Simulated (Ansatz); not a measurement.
Abridged output of a molecular run in Ansatz:

```
Functional definition: HF
2096 factors; integrals over basis functions are off by at most 1.1e-3 eV
mean field evaluation 1: about -25147.4833 eV, gradient 6.0e1 eV
mean field evaluation 2: about -25147.8677 eV, gradient 6.0e1 eV
mean field evaluation 4: about -25154.6903 eV, gradient 4.3e0 eV
mean field evaluation 8: about -25154.7776 eV, gradient 2.5e-1 eV
mean field -25154.77773421 eV, -924.4210312116 hartree, gradient 2.5e-6 eV, S^2 0.000000; 0 other end points of the search recorded, 0 dependent functions left out
15 core orbitals not correlated: weight in the atoms' cores, before any rotation towards them, 1.000 or more for the frozen orbitals, at most 0.000 for the correlated occupied ones
reference -25154.77773421 eV, -924.4210312116 hartree; 22, 22 occupied and 314, 314 virtual orbitals, 2096 factors
second order -36.86957061 eV of doubles, -0.00000000 eV of singles
cycle   1  -37.02700542 eV  change   -1.6e-1 eV  update   1.2e-1
cycle   2  -37.84944649 eV  change   -8.2e-1 eV  update   3.5e-2
cycle   3  -38.03322897 eV  change   -1.8e-1 eV  update   1.8e-2
cycle   4  -38.01187766 eV  change    2.1e-2 eV  update   3.8e-3
cycle   5  -38.01006838 eV  change    1.8e-3 eV  update   1.7e-3
cycle   6  -38.01133840 eV  change   -1.3e-3 eV  update   5.4e-4
cycle   7  -38.01100832 eV  change    3.3e-4 eV  update   2.0e-4
cycle   8  -38.01088696 eV  change    1.2e-4 eV  update   6.5e-5
cycle   9  -38.01091057 eV  change   -2.4e-5 eV  update   2.6e-5
perturbative correction -1.33992784 eV, -0.0492414399 hartree
Total energy: -25194.12857263 eV, -925.8671478504 hartree
```

Its atoms:

Z-matrix (Å, degrees):
```
C
N 1 1.463
H 1 1.094 2 111.7
H 1 1.094 2 110.9 3 120.3
H 1 1.092 2 110.8 3 -120.3
Si 2 1.707 1 121.3 3 105.8
Si 2 1.728 1 117.7 3 -77.3
F 6 1.611 2 110.4 1 116.8
H 6 1.479 2 113.5 1 -126.3
H 6 1.482 2 108.2 1 -0.9
O 7 1.639 2 106.6 1 -168.9
O 7 1.631 2 114.6 1 71.9
H 7 1.478 2 108.7 1 -44.5
H 11 0.960 7 118.4 2 53.5
H 12 0.959 7 117.9 2 70.1
```

(1) Which basis set was used?
A. cc-pV(D+d)Z
B. def2-TZVPPD
C. def2-SVPD
D. def2-TZVPP

(2) Write the keys of the input that set method, charge and spin (a neutral closed shell needs none for the last two).

Results:

(1) D. It gives 351 functions.

(2) 
```yaml
correlation: {method: ccsd_t}
```
